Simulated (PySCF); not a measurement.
# Excitation energy of In by level of theory

In [Kr] 4d10 5s2 5p1 (2P) → In [Kr] 4d10 5s1 5p2 (4P), as a difference of total energies. All numbers are calculated (PySCF 2.14, the spin-free X2C one-electron Hamiltonian (Gaussian nucleus), in x2c-QZVPPall (13s9p7d4f1g, 112 functions)). Correlated levels: valence: [Kr] 4d10 frozen. The calculations carry no spin-orbit coupling.

Problem. Order these methods by the excitation energy they give, lowest first.
A. SCS-MP2 (valence)
B. CCSD (valence)
C. UHF
D. MP2 (valence)

Solution. C (2.888 eV), D (3.547 eV), B (3.739 eV), A (3.799 eV).

Errors of the correlated levels include the incompleteness of this basis and the frozen core.

For comparison: 4.350 eV (measured; NIST levels, between the centres of gravity of the two terms).
